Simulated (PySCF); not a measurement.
C4H7FSi, SMILES C=C[SiH](F)C=C.

Geometry optimised at PBE-D3(BJ)/def2-SVP. One conformer was computed; it need not be the lowest.

The numbers are results of PBE-D3(BJ)/def2-SVP in PySCF 2.14.0, not measurements.

Frequencies are harmonic and unscaled.

Question: Estimate the vibrational spectrum. (An estimate is asked for; the answer gives what the named calculation found.)

Answer: 
| mode | ν (cm⁻¹) | IR (km/mol) | moving atoms (share of kinetic energy) |
|---|---|---|---|
| 1 | 68 | 0.1 | C 56 %, H 27 %, Si 10 % |
| 2 | 79 | 0.0 | C 56 %, H 34 % |
| 3 | 158 | 0.8 | C 35 %, F 34 %, H 26 % |
| 4 | 188 | 1.7 | H 42 %, C 33 %, F 16 %, Si 9 % |
| 5 | 212 | 4.2 | H 30 %, C 27 %, F 24 %, Si 19 % |
| 6 | 296 | 3.5 | C 61 %, H 24 %, F 13 % |
| 7 | 409 | 12.0 | C 34 %, H 33 %, Si 23 %, F 11 % |
| 8 | 488 | 17.6 | H 53 %, C 33 %, Si 8 % |
| 9 | 536 | 20.9 | H 52 %, C 46 % |
| 10 | 649 | 25.6 | C 45 %, H 28 %, Si 22 % |
| 11 | 708 | 41.0 | C 40 %, Si 30 %, H 29 % |
| 12 | 787 | 22.4 | H 69 %, F 23 % |
| 13 | 799 | 232.7 | H 78 %, Si 16 % |
| 14 | 870 | 148.4 | Si 42 %, F 33 %, H 24 % |
| 15 | 954 | 25.5 | H 72 %, C 28 % |
| 16 | 955 | 22.9 | H 72 %, C 28 % |
| 17 | 969 | 17.6 | H 81 %, C 15 % |
| 18 | 977 | 23.4 | H 82 %, C 16 % |
| 19 | 1004 | 12.4 | H 93 % |
| 20 | 1007 | 10.4 | H 93 % |
| 21 | 1227 | 0.1 | H 72 %, C 28 % |
| 22 | 1230 | 2.0 | H 72 %, C 28 % |
| 23 | 1367 | 14.6 | H 85 %, C 15 % |
| 24 | 1373 | 18.2 | H 84 %, C 16 % |
| 25 | 1618 | 20.6 | C 87 %, H 13 % |
| 26 | 1620 | 5.6 | C 86 %, H 14 % |
| 27 | 2165 | 119.2 | H 97 % |
| 28 | 3046 | 14.3 | H 95 % |
| 29 | 3051 | 12.3 | H 95 % |
| 30 | 3067 | 4.4 | H 92 %, C 8 % |
| 31 | 3071 | 1.7 | H 92 %, C 8 % |
| 32 | 3138 | 7.9 | H 89 %, C 11 % |
| 33 | 3148 | 4.9 | H 89 %, C 11 % |
